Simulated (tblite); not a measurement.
**Question.** Give a GFN2-xTB geometry of `C[SiH](C)[Si@@H](C)[C@H](F)C=O`.

**Answer.** 
```
atom  x, y, z in Å
C1    -2.3205    1.2707    0.7956
Si2   -1.2843    0.1279   -0.3215
C3    -2.2239   -1.5142   -0.5513
Si4    0.7882   -0.2950    0.6710
C5     1.7625   -1.7972    0.0350
C6     1.9376    1.2644    0.3143
F7     1.3034    2.3748    0.8483
C8     2.1260    1.4202   -1.1321
O9     2.7987    0.6971   -1.8245
H10   -3.2871    1.4966    0.3542
H11   -1.8092    2.2125    0.9700
H12   -2.5021    0.8130    1.7644
H13   -1.1578    0.7666   -1.6494
H14   -3.2147   -1.3475   -0.9635
H15   -1.6983   -2.1823   -1.2267
H16   -2.3486   -2.0348    0.3942
H17    0.8183   -0.3179    2.1492
H18    1.1679   -2.7032    0.1015
H19    2.6763   -1.9619    0.6010
H20    2.0464   -1.6604   -1.0053
H21    2.8851    1.1474    0.8415
H22    1.5253    2.2425   -1.5674
```

Orientation and origin are arbitrary. Atoms count from 1 in this order. Of the pairs four or more bonds apart, O9···H20 is among the closest relative to their van der Waals radii: 2.61 Å, 96 % of the sum of Bondi's values. The C–Si distances run from 1.900 Å (Si4–C5, drawn single) to 1.970 Å (Si4–C6, drawn single), a spread of 0.070 Å. Si2 (SiH silicon) is tetrahedral (angles from 107.8° to 112.6°). Si4 (SiH silicon) is distorted tetrahedral (angles from 100.5° to 117.1°).

Bonds between heavy atoms (Å): C1–Si2 1.905, Si2–C3 1.906, Si2–Si4 2.337, Si4–C5 1.900, Si4–C6 1.970, C6–F7 1.386, C6–C8 1.467, C8=O9 1.206.

The geometry is computed with GFN2-xTB (gas phase).

Point group: C1 (no symmetry element, even within 0.4 Å). Its lowest GFN2-xTB frequency is 14 cm⁻¹, too small to tell a flat minimum from a shallow saddle. The numbers are those of one conformer (C1–Si2–Si4–C5 162°, Si2–Si4–C6–F7 59°, Si4–C6–C8–O9 -72°).
